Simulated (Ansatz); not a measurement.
One change: `S[SiH2]BCl` becomes `[SiH3][SiH2]BCl`.

Ansatz, PBE0-D4/def2-TZVP geometries, multiplicity 1. Each molecule was computed in one conformer, which needn't be the lowest.

```
                                                                                  property  `S[SiH2]BCl`
ideal-gas entropy at 298 K and 1 bar (rigid rotor, harmonic PBE0-D4/def2-TZVP) / J/(mol·K)           350
                                            zero-point energy (PBE0-D4/def2-TZVP) / kJ/mol         106.1
                                                         LUMO energy (PBE/def2-TZVPP) / eV         -3.30
                                                       HOMO–LUMO gap (PBE/def2-TZVPP) / eV          2.87
                                                     HOMO–LUMO gap (B3LYP/def2-TZVPP) / eV          4.56
                                                   HOMO–LUMO gap (ωB97M-V/def2-TZVPP) / eV          9.03
```

Problem. Give the same properties after the change, and the shifts. (Estimate.)

Solution. Ansatz gave: 
```
                                                                                  property  `[SiH3][SiH2]BCl`  shift
ideal-gas entropy at 298 K and 1 bar (rigid rotor, harmonic PBE0-D4/def2-TZVP) / J/(mol·K)                368     18
                                            zero-point energy (PBE0-D4/def2-TZVP) / kJ/mol              145.0   38.9
                                                         LUMO energy (PBE/def2-TZVPP) / eV              -3.23   0.07
                                                       HOMO–LUMO gap (PBE/def2-TZVPP) / eV               3.39   0.52
                                                     HOMO–LUMO gap (B3LYP/def2-TZVPP) / eV               5.10   0.54
                                                   HOMO–LUMO gap (ωB97M-V/def2-TZVPP) / eV               9.48   0.45
```

With PBE0 the HOMO falls by 0.46 eV and the LUMO rises by 0.07 eV, so the gap widens by about 0.53 eV. PBE moves the HOMO by -0.44 eV and ωB97M-V by -0.41 eV. The zero-point energy changes by 38.9 kJ/mol with +6 modes. Modes under 60 cm⁻¹, often nearly free rotors, make the harmonic entropy too high.

B3LYP here is the variant with VWN-RPA as its local correlation; programs differ in this.
